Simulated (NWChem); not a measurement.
TiOCl, doublet; SMILES [O]=[Ti][Cl]

```xyz
3

Ti     0.3224     0.5956     0.0000
Cl    -0.1494    -1.6813     0.0000
O     -0.5691     1.9349     0.0000
```
Atoms are numbered in this order, from 1.

In the optimisation the excess spin sits in a" (Cs, its own frame). Structure relaxed at the B3LYP/6-31G* (spherical d), spin-unrestricted level. This spin state was assumed; another may lie lower. No stability test was run on the SCF state.

Symmetry labels are those of Cs in the frame above (b1 and b2, or b-type labels, depend on it).

Q: List the 6 lowest vertical excitations from LRC-wPBEh/def2-SVP, spin-unrestricted, TDA (NWChem).

A: 
```json
[
 {"state": "state 1", "energy (eV)": "0.35", "oscillator strength": "0.000", "symmetry of the excitation": "a'", "<S²>": "0.83"},
 {"state": "state 2", "energy (eV)": "0.88", "oscillator strength": "0.002", "symmetry of the excitation": "a'", "<S²>": "0.82"},
 {"state": "state 3", "energy (eV)": "2.00", "oscillator strength": "0.002", "symmetry of the excitation": "a\"", "<S²>": "0.82"},
 {"state": "state 4", "energy (eV)": "2.61", "oscillator strength": "0.000", "symmetry of the excitation": "a'", "<S²>": "0.82"},
 {"state": "state 5", "energy (eV)": "3.96", "oscillator strength": "0.002", "symmetry of the excitation": "a\"", "<S²>": "2.32"},
 {"state": "state 6", "energy (eV)": "4.37", "oscillator strength": "0.004", "symmetry of the excitation": "a\"", "<S²>": "2.10"}
]
```
